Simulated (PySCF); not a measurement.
## A small calculation by hand: oscillator strength and radiative lifetime

F₄H₂SSi₂, SMILES F[SiH2]S[Si](F)(F)F.

Geometry: B3LYP-D3(BJ)/def2-SVP. This is a generated structure with no PubChem entry under its InChIKey; it may be hypothetical. The values are those of a single conformer.

PySCF with TDA-LC-ωPBE/def2-SVPD puts the first singlet state with f over 0.02 at 7.82 eV (vertical), with the transition dipole (0.291, -0.193, -0.129) in atomic units.

Find the oscillator strength, the wavelength and the radiative lifetime that this transition would have in vacuum if emission retraced absorption.


|μ|² = 0.1386 au, so |μ| = 0.95 D. ΔE = 7.82/27.211 = 0.2874 hartree. f = (2/3) ΔE |μ|² = 0.027 (the program prints 0.027).
λ = 1239.84/7.82 = 159 nm; ν = 63073 cm⁻¹.
Einstein's coefficient A = 0.6670 ν² f s⁻¹ (ν in cm⁻¹) = 7.0e7 s⁻¹, so τ = 1/A = 14 ns. This state is S3; the lower singlets have f = 0.002, 0.014. The figure is the radiative limit of this one transition; relaxation, internal conversion, crossing to triplets and a medium change what is measured.
